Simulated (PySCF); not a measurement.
Compound: C₃HClI (charge +1).
Numbering: `[Cl:1][c:2]1[cH:3][c+:4]1[I:5]` (hydrogens: H6 on C3)

Level of theory: PBE0-D3(BJ)/def2-SVP geometry optimisation, gas phase, def2 core potentials past Kr (PySCF 2.14.0).

(1) Give the optimised bond lengths and angles.

## Answers

(1) 
```json
{"bond": "Cl1–C2", "length (Å)": "1.633"}
{"bond": "C2–C3", "length (Å)": "1.365"}
{"bond": "C3–C4", "length (Å)": "1.378"}
{"bond": "C4–I5", "length (Å)": "2.002"}
{"bond": "C2–C4", "length (Å)": "1.387"}
{"bond": "C3–H6", "length (Å)": "1.093"}
```

A selection of angles:
```json
{"angle": "Cl1–C2–C3", "degrees": "150.1"}
{"angle": "Cl1–C2–C4", "degrees": "149.8"}
{"angle": "C3–C2–C4", "degrees": "60.1"}
{"angle": "C2–C3–C4", "degrees": "60.8"}
{"angle": "C2–C3–H6", "degrees": "150.3"}
{"angle": "C4–C3–H6", "degrees": "149.0"}
{"angle": "C3–C4–I5", "degrees": "150.1"}
{"angle": "C2–C4–C3", "degrees": "59.2"}
{"angle": "C2–C4–I5", "degrees": "150.8"}
```

The 3-membered ring C2–C3–C4 has internal angles of 59.2° to 60.8°. The 3 C–C bonds span 1.365 Å (C2–C3, drawn aromatic) to 1.387 Å (C2–C4, drawn aromatic), a spread of 0.022 Å. The 5 heavy atoms lie in one plane (0.000 Å rms). C2 (unsaturated ring carbon) has angles 150.1°, 149.8° and 60.1°, sum 360.0°, 0.00 Å off the plane of its three neighbours. C3 (unsaturated ring CH carbon) has angles 150.3°, 149.0° and 60.8°, sum 360.0°, 0.00 Å off the plane of its three neighbours. C4 (unsaturated ring carbon) has angles 150.8°, 150.1° and 59.2°, sum 360.0°, 0.00 Å off the plane of its three neighbours.

Point group: Cs (every atom within 0.08 Å of its image). Stationary, but not proved a minimum.

The run took 92 s wall, 78 s CPU on one thread of an Intel Xeon at 2.50 GHz, no GPU, on a shared host, and the process peaked at 0.42 GiB of memory. This is the geometry optimisation.
